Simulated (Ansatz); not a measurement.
The cluster B8H13⁻, relaxed as a singlet with RKS r2SCAN-D4/def2-SVPD in Ansatz, starting from the GFN1-xTB geometry. Force threshold 0.02 eV/Å.

Another isomer (singlet) lies 0.61 eV lower at PBE0-D4/def2-TZVPD; other spin states weren't run for this one.

Start:

```xyz
21

B    -0.604    1.541    0.705
B     1.727   -0.674   -1.093
B    -1.125   -0.419    0.528
B     1.561    0.821    0.302
B     0.344    0.299    1.343
B     0.748   -1.060    0.200
B    -1.996    0.614   -0.454
B    -0.675   -1.594   -0.737
H     1.395   -0.370   -2.198
H     2.557    1.021    0.941
H    -1.005   -2.715   -0.448
H    -1.035    2.194    1.615
H    -1.864    0.782   -1.627
H     0.510    0.171    2.514
H     1.163   -1.889    0.961
H    -1.702   -0.913    1.456
H    -3.051    1.003   -0.024
H     1.565    1.402   -0.748
H     2.880   -1.012   -1.011
H    -0.794   -1.357   -1.899
H    -0.600    2.154   -0.327
```

```tsv
step	energy (eV)	largest force component (eV/Å)	SCF passes
1	-5614.0222	2.337	19
2	-5614.9338	1.248	29
3	-5615.4395	0.696	25
4	-5615.6249	0.467	26
5	-5615.7127	0.251	20
6	-5615.7343	0.134	20
7	-5615.7419	0.079	19
8 (rejected)	-5615.7261	0.200	20
9	-5615.7461	0.053	20
10	-5615.7466	0.023	21
11 (rejected)	-5615.7456	0.065	20
12	-5615.7469	0.017	21
```

Force components are those of the run's own axes.

End:

Cartesian coordinates in Å:
```
B -0.478 1.356 0.750
B 1.388 -0.352 -1.104
B -1.021 -0.410 0.722
B 1.385 0.724 0.426
B 0.324 0.133 1.609
B 0.737 -1.008 0.418
B -1.578 0.661 -0.589
B -0.613 -1.454 -0.710
H 0.833 -0.029 -2.128
H 2.441 1.091 0.887
H -0.916 -2.574 -0.310
H -0.909 2.222 1.475
H -1.278 0.695 -1.760
H 0.541 0.168 2.787
H 1.268 -1.980 0.903
H -1.849 -0.923 1.438
H -2.719 1.027 -0.381
H 1.364 1.046 -0.804
H 2.522 -0.755 -1.286
H -0.800 -1.375 -1.892
H -0.644 1.736 -0.452
```

Bonds formed: B1–B4 (atoms count from 1).

No frequencies were taken in this run, so the end may be a saddle point.

Hardware: 4 threads of Arm Neoverse V2 on a shared host. Wall time 70 s.
